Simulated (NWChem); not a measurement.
Species: HSeOI; SMILES O[Se]I

Program: NWChem. This build's default masses of Se (78.918 u) and Br (79.917 u) are each other's, which moves their modes by up to 0.6 %. def2 effective core potentials on I; no spin-orbit coupling. Each level has its own optimisation; frequencies are unscaled. One conformer.

```csv
level,r I–Se (Å),r O–Se (Å),r H–O (Å),highest harmonic frequency (cm⁻¹),lowest (cm⁻¹),zero-point energy (kcal/mol)
PBE/def2-SVP,2.576,1.817,0.981,3643,153,8.9
"LDA (Slater exchange, VWN5)/def2-SVP",2.536,1.786,0.981,3657,159,8.9
PBE0/def2-SVP,2.539,1.788,0.968,3830,167,9.3
```
